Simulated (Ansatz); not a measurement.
H5B3N3, doublet, geometry from GFN2-xTB; CCSD(T)/STO-3G run with Ansatz (a program for electronic structure).

Input for Ansatz:
Ansatz 0.2 input:
```yaml
crystal:
  periodic: [false, false, false]
  atoms:
    - {symbol: B, position_ang: [-0.48911248, 1.40989674, -0.13547428]}
    - {symbol: N, position_ang: [-1.38981109, 0.33756282, 0.08926920]}
    - {symbol: B, position_ang: [-0.95805654, -1.00743956, 0.22184004]}
    - {symbol: N, position_ang: [0.43377292, -1.25037705, 0.12014634]}
    - {symbol: B, position_ang: [1.38580449, -0.22557016, -0.10336250]}
    - {symbol: N, position_ang: [0.89158792, 1.09859602, -0.22726695]}
    - {symbol: H, position_ang: [-2.38025110, 0.51939311, 0.16047812]}
    - {symbol: H, position_ang: [-1.72369966, -1.88045081, 0.40790365]}
    - {symbol: H, position_ang: [0.76291547, -2.19915064, 0.21131217]}
    - {symbol: H, position_ang: [2.53551425, -0.45965454, -0.18304741]}
    - {symbol: H, position_ang: [1.56349543, 1.83495520, -0.38670294]}
basis:
  gaussian:
    orbitals: STO-3G
magnetization: {spin_polarized: true, initial_magnetization: 1}
correlation: {method: ccsd_t, electrons: outside_noble_gas}
accuracy: high
```

Problem. Predict the main parts of the log of this Ansatz run.

Solution. 
```
Functional definition: HF
772 factors; integrals over basis functions are off by at most 2.2e-9 eV
mean field evaluation 1: about -6459.7034 eV, gradient 1.6e1 eV
mean field evaluation 2: about -6459.9037 eV, gradient 1.6e1 eV
mean field evaluation 4: about -6462.2099 eV, gradient 1.9e0 eV
mean field evaluation 8: about -6462.2608 eV, gradient 3.7e-3 eV
mean field evaluation 16: about -6462.2608 eV, gradient 2.9e-8 eV
mean field -6462.26082352 eV, -237.4837049867 hartree, gradient 2.9e-8 eV, S^2 0.755898; 0 other end points of the search recorded, 0 dependent functions left out
6 core orbitals not correlated
reference -6462.26082352 eV, -237.4837049867 hartree; 15, 14 occupied and 14, 15 virtual orbitals, 772 factors
second order -6.89656723 eV of doubles, -0.00000000 eV of singles
cycle   1  -7.71981758 eV  change   -8.2e-1 eV  update   1.2e-1
cycle   2  -8.28923088 eV  change   -5.7e-1 eV  update   4.4e-2
cycle   3  -8.43561557 eV  change   -1.5e-1 eV  update   2.1e-2
cycle   4  -8.43453967 eV  change    1.1e-3 eV  update   6.8e-3
cycle   5  -8.43277517 eV  change    1.8e-3 eV  update   2.3e-3
cycle   6  -8.43300113 eV  change   -2.3e-4 eV  update   1.0e-3
cycle   7  -8.43326728 eV  change   -2.7e-4 eV  update   5.0e-4
cycle   8  -8.43365809 eV  change   -3.9e-4 eV  update   1.9e-4
cycle   9  -8.43372261 eV  change   -6.5e-5 eV  update   7.2e-5
cycle  10  -8.43368282 eV  change    4.0e-5 eV  update   2.0e-5
cycle  11  -8.43367730 eV  change    5.5e-6 eV  update   8.6e-6
cycle  12  -8.43367311 eV  change    4.2e-6 eV  update   3.7e-6
cycle  13  -8.43367643 eV  change   -3.3e-6 eV  update   1.3e-6
cycle  14  -8.43367570 eV  change    7.3e-7 eV  update   4.2e-7
cycle  15  -8.43367524 eV  change    4.6e-7 eV  update   1.8e-7
cycle  16  -8.43367520 eV  change    3.8e-8 eV  update   6.9e-8
cycle  17  -8.43367518 eV  change    2.1e-8 eV  update   3.3e-8
cycle  18  -8.43367470 eV  change    4.8e-7 eV  update   1.2e-7
cycle  19  -8.43367463 eV  change    7.7e-8 eV  update   3.9e-8
cycle  20  -8.43367458 eV  change    4.9e-8 eV  update   1.4e-8
cycle  21  -8.43367456 eV  change    1.7e-8 eV  update   5.5e-9
cycle  22  -8.43367456 eV  change    3.5e-9 eV  update   1.9e-9
cycle  23  -8.43367455 eV  change    1.5e-9 eV  update  8.7e-10
perturbative correction -0.26695529 eV, -0.0098104258 hartree
Total energy: -6470.96145336 eV, -237.8034472359 hartree
```
